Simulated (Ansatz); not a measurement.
Gas-phase electronic energies from Ansatz, PBE0-D4/def2-TZVP geometries. CCSD(T)/CBS adds triple-zeta CCSD(T) − MP2 to the extrapolated MP2 energy (def2 sets, frozen cores). This one scheme is used for every species. Functionals use def2-TZVPP. For Ge outer-core shells are correlated without core-valence functions, which leaves a few kJ/mol of doubt a bond. Scalar relativity is left out up to krypton. One conformer a species, not always the lowest.

`C[SiH2][BH][GeH3]` + H₂O → `O[BH][GeH3]` + `C[SiH3]`  (formal hydrolysis of a B–Si bond)

```json
{"species": "`C[SiH2][BH][GeH3]`", "CAM-B3LYP-D4 energy (Eh)": "-2434.94390"}
{"species": "H₂O", "CAM-B3LYP-D4 energy (Eh)": "-76.43873"}
{"species": "`O[BH][GeH3]`", "CAM-B3LYP-D4 energy (Eh)": "-2180.23286"}
{"species": "`C[SiH3]`", "CAM-B3LYP-D4 energy (Eh)": "-331.21361"}
```

**Question.** Work out ΔE.

**Answer.** ΔE = (-2180.23286) + (-331.21361) − (-2434.94390) − (-76.43873) = -0.06384 Eh = -40.1 kcal/mol. CCSD(T)/CBS gives -36.1 kcal/mol.

Largest T1 diagnostic among the species: 0.013.

At CCSD(T), def2-SVP lies −8.1 kcal/mol from the extrapolated value and def2-TZVPP −1.3 kcal/mol. Leaving LDA and LC-ωPBE aside and taking each functional with its dispersion term where it has one, the values, not all of them listed here, spread over 5.0 kcal/mol, from CAM-B3LYP-D4 to revPBE-D4. LDA lies −1.3 kcal/mol from PBE without D4. The D4 term adds +2.1 kcal/mol with B3LYP and +1.3 kcal/mol with PBE0; it sums over pairs of atoms, weighted by their polarisabilities, and B3LYP, whose exchange is more repulsive, gets the larger term.

B3LYP here is the variant with VWN-RPA as its local correlation; programs differ in this.
